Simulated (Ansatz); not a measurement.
Isolated molecules relaxed with PBE0-D4/def2-TZVP in Ansatz; ΔE leaves out vibrations. CCSD(T)/CBS is the MP2 limit (def2-TZVPP, def2-QZVPP) plus CCSD(T) − MP2 in def2-TZVPP, frozen cores. This one scheme is used for every species. Functionals use def2-TZVPP. For Ge outer-core shells are correlated without core-valence functions, which leaves a few kJ/mol of doubt a bond. Scalar relativity is left out up to krypton. Each species was taken in one conformer, which may not be the lowest.

Reaction (ligand exchange at the Si–N bond): `O[SiH2]N[Si](O)(Cl)Cl` + `[OH][GeH2][OH]` → `O[SiH2][O][GeH2][OH]` + `N[Si](O)(Cl)Cl`

`O[SiH2]N[Si](O)(Cl)Cl`:

Z-matrix (Å, degrees):
```
Si
N 1 1.717
O 1 1.659 2 105.8
H 1 1.483 2 107.3 3 120.3
H 1 1.486 2 114.1 3 -117.6
Si 2 1.708 1 127.7 3 42.5
H 2 1.010 1 115.9 3 -131.2
H 3 0.959 1 116.7 2 -154.6
O 6 1.618 2 109.1 1 -16.0
Cl 6 2.043 2 108.1 1 -139.2
Cl 6 2.036 2 113.3 1 103.2
H 9 0.968 6 113.9 2 -24.3
```

`[OH][GeH2][OH]`:

Cartesian coordinates in Å:
```
O -1.562 -0.059 0.015
Ge 0.140 0.101 -0.466
O 1.101 0.808 0.846
H -1.766 -0.909 0.411
H 0.686 -1.299 -0.816
H 0.182 1.137 -1.585
H 1.219 0.222 1.596
```

`O[SiH2][O][GeH2][OH]`:

Cartesian coordinates in Å:
```
O 1.230 -1.403 1.844
Si 0.876 -1.256 0.248
O -0.467 -0.367 -0.013
Ge -0.796 1.363 -0.211
O -0.825 1.726 -1.941
H 0.650 -1.941 2.383
H 0.618 -2.589 -0.350
H 2.068 -0.595 -0.334
H 0.353 2.200 0.354
H -2.174 1.587 0.427
H -1.532 1.274 -2.408
```

`N[Si](O)(Cl)Cl`:

Cartesian coordinates in Å:
```
N -0.369 -0.946 -0.693
Si 0.356 0.311 0.178
O -0.642 0.890 1.322
Cl 2.038 -0.195 1.212
Cl 0.864 1.725 -1.206
H -0.675 -1.778 -0.212
H -0.054 -1.150 -1.628
H -1.519 1.144 1.027
```

```
         level  ΔE (eV)
        PBE-D4    -0.45
MP2/def2-QZVPP    -0.54
```

Question: What does CCSD(T)/CBS give? (Estimate.)

Answer: Ansatz gave: -0.54 eV. The listed levels differ from it by 0.09, 0.00 eV.

Largest T1 diagnostic among the species: 0.012.

The D4 term adds +0.07 eV with B3LYP and +0.04 eV with PBE0; it sums over pairs of atoms, weighted by their polarisabilities, and B3LYP, whose exchange is more repulsive, gets the larger term. In def2-TZVPP, CCSD(T) changes the Hartree–Fock value by +0.19 eV (the triples alone add +0.03 eV) and MP2 by +0.19 eV.

B3LYP here is the variant with VWN-RPA as its local correlation; programs differ in this.
